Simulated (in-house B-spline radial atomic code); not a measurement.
Configurations of Ag VI (Ag5+), with energies counted from [Kr] 4d6. All numbers are computed (scalar-relativistic (X2C) LC-wPBE, spin-polarised, spherical fractional occupations, exact exchange averaged over the configuration; Fermi nucleus of rms radius 4.5454 fm) with an all-electron radial atomic-structure program (B-spline basis), not measured. Shells without spins written out take the highest spin.

Occupations are held fixed; configurations that lie above the ionisation limit could autoionise.

```
            configuration  E - E(ref) (eV)  highest orbital  its <r> (bohr)
             [Kr] 4d5 5s1            19.83            5s up           2.006
    [Ar] 3d10 4s2 4p5 4d7           55.502          4d down           1.155
             [Kr] 4d5 5f1           59.108            5f up           3.963
[Ar] 3d10 4s2 4p5 4d6 5f1           115.37            5f up           3.935
```

Problem. Order these further configurations by energy, lowest first.
A. [Ar] 3d10 4s2 4p5 4d6 5s1
B. [Ar] 3d10 4s2 4p5 4d6 5p1
C. [Ar] 3d10 4s2 4p5 4d6 4f1
D. [Kr] 4d5 4f1

Solution. D (44.557 eV), A (76.002 eV), B (86.533 eV), C (100.57 eV).
